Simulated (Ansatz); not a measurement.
Mulliken charges of `[C]#C[Si](O)(O)O` radical from r2SCAN/def2-TZVPP in Ansatz (PBE0-D4/def2-TZVP geometry).

```
atom   x (Å)   y (Å)   z (Å)  charge (e)
  C1   1.915  -1.944   0.552      -0.026
  C2   1.083  -1.096   0.310      -0.265
 Si3  -0.178   0.187  -0.056       0.831
  O4   0.511   1.655  -0.013      -0.385
  O5  -0.803  -0.070  -1.532      -0.385
  O6  -1.363   0.115   1.050      -0.385
  H7   1.257   1.826  -0.590       0.205
  H8  -1.206  -0.920  -1.714       0.205
  H9  -1.128   0.201   1.975       0.205
```

Task: By hand: the dipole of these point charges (1 e Å = 4.8032 D).

Result: Σ q r = (-0.068, 0.069, -0.020) e Å, of length 0.099 e Å = 0.48 D.

Task: How does the dipole of the full density compare? (An estimate is asked.)

Result: Ansatz gave: (0.139, -0.143, 0.040) e Å, 0.98 D; the point charges give 0.49 times that, at 179° from its direction, so they point the opposite way.

Point charges leave out the atoms' own dipoles, such as those of lone pairs, and Mulliken's split depends on the basis, so the two needn't agree.
